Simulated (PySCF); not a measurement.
Compound: C5H5N3O.
Cartesian coordinates in Å at the GFN2-xTB level; atoms count from 1:
```
atom  x, y, z in Å
N1     1.7650   -0.2378   -0.6362
C2     0.5121   -0.4782   -0.2403
C3    -0.0472   -1.7836   -0.2166
N4    -1.2646   -2.0409    0.1674
N5    -2.0714   -1.0857    0.5643
C6    -1.6474    0.1549    0.5786
C7    -0.3581    0.5507    0.1903
C8     0.0552    1.9407    0.2333
O9     1.1477    2.3584   -0.0925
H10    2.3639   -0.9871   -0.9351
H11    2.0905    0.7214   -0.6258
H12    0.5435   -2.6356   -0.5272
H13   -2.3638    0.8915    0.9167
H14   -0.7260    2.6309    0.6008
```

Jobs on this species (14 atoms, 64 electrons) with PySCF (density fitting). Hardware of each: Arm Neoverse N1, one thread, shared host. The host was shared with other jobs, so the times are rough. Peak memory is the resident size of the whole Python process, interpreter and libraries included.

```csv
level and settings,work,basis functions,SCF cycles,wall time,peak memory
PBE0/6-31G,"shieldings, ring-centre shieldings",91,?,?,?
BLYP/def2-SVPD,"spin–spin couplings from 5 perturbed nuclei, spin–dipole term left out",223,?,?,?
BLYP/def2-SVPD,"12 singlets by full TDDFT, 2 Tamm–Dancoff triplets, polarisability",223,17,82 s,0.77 GiB
OPBE/6-31G,"shieldings, ring-centre shieldings",91,17,27 s,0.53 GiB
```

Q: Fill in the missing figures.

A: 
- PBE0/6-31G; shieldings, ring-centre shieldings: 15 s, 0.57 GiB, 15 SCF cycles
- BLYP/def2-SVPD; spin–spin couplings from 5 perturbed nuclei, spin–dipole term left out: 63 s, 0.75 GiB, 17 SCF cycles

Q: What do all jobs in the table cost together?

A: About 3.1 min; the longest takes about 44 % of that, and about 5.5 times as long as the shortest.
